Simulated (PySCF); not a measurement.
# Excitation energy of Pd⁺ by level of theory

Pd⁺ [Kr] 4d9 (2D) → Pd⁺ [Kr] 4d8 5p1 (high-spin determinant), as a difference of total energies. All numbers are calculated (PySCF 2.14, scalar relativity through the core potential, in aug-cc-pwCVDZ-PP with ECP28MDF (6s6p5d3f, 70 functions)). Correlated levels: valence: 4s2 4p6 frozen; valence and next inner shell: nothing frozen outside the core potential. The calculations carry no spin-orbit coupling.

```
                                method  excitation energy (eV)
                                   UHF                   7.161
                                   LDA                   8.500
                                   PBE                   8.193
                                  PBE0                   8.162
                                r2SCAN                   7.870
                                 M06-L                   8.479
                                 B97-3                   8.426
                               r2SCANh                   7.893
                             CAM-B3LYP                   8.278
                         MP2 (valence)                   8.481
                     SCS-MP2 (valence)                   8.510
    MP2 (valence and next inner shell)                   8.426
SCS-MP2 (valence and next inner shell)                   8.356
```

How much does correlation contribute at MP2 (valence and next inner shell)?

8.426 − (7.161) = 1.265 eV, measured against UHF.

The determinant of the upper state mixes LS terms, which raises its energy above the lowest term, most at the Hartree-Fock and MP2 levels.
